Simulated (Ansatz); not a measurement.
C$_{4}$H$_{13}$AlO, SMILES `C[OH+][Al-]([CH3])([CH3])[CH3]`. The species carries charge 0 and has multiplicity 1. The structure was optimised at the PBE0-D4/def2-TZVP level. It is one conformer, not always the lowest.

```xyz
19

C     1.783   -0.628   -1.414
O     1.392    0.191   -0.309
Al   -0.483    0.134    0.432
C    -0.339    1.816    1.461
C    -0.439   -1.586    1.396
C    -1.546    0.199   -1.236
H     2.868   -0.608   -1.523
H     1.462   -1.639   -1.174
H     1.295   -0.300   -2.333
H     1.682    1.100   -0.434
H     0.441    1.781    2.230
H    -1.278    2.028    1.986
H    -0.145    2.695    0.834
H     0.345   -1.617    2.161
H    -1.389   -1.764    1.913
H    -0.288   -2.448    0.736
H    -1.311    1.067   -1.863
H    -1.435   -0.695   -1.860
H    -2.615    0.274   -1.003
```

Task: What is the dipole moment at B3LYP/def2-TZVPP? (Best estimate.)

Result: Computed: 4.56 D, with components (3.74, 0.24, -2.59) D in this frame, pointing from negative to positive charge.

Task: And with PBE, r2SCAN, ωB97M-V? (An estimate is asked.)

Result: Ansatz gave: PBE 4.41 D, r2SCAN 4.51 D, ωB97M-V 4.57 D.

Task: Give the Mulliken charges with B3LYP, r2SCAN, ωB97M-V in def2-TZVPP. (Estimate.)

Result: The calculation gave: 
```tsv
atom	B3LYP	r2SCAN	ωB97M-V
C1	-0.16	-0.03	-0.21
O2	-0.18	-0.18	-0.16
Al3	0.59	0.59	0.60
C4	-0.50	-0.43	-0.58
C5	-0.49	-0.42	-0.57
C6	-0.49	-0.42	-0.57
H7	0.13	0.09	0.15
H8	0.13	0.08	0.14
H9	0.14	0.10	0.15
H10	0.20	0.21	0.20
H11	0.08	0.05	0.10
H12	0.08	0.06	0.10
H13	0.06	0.04	0.09
H14	0.07	0.05	0.10
H15	0.08	0.06	0.10
H16	0.06	0.03	0.08
H17	0.06	0.04	0.09
H18	0.06	0.04	0.09
H19	0.08	0.06	0.11
```

B3LYP here is the variant with VWN-RPA as its local correlation; programs differ in this.
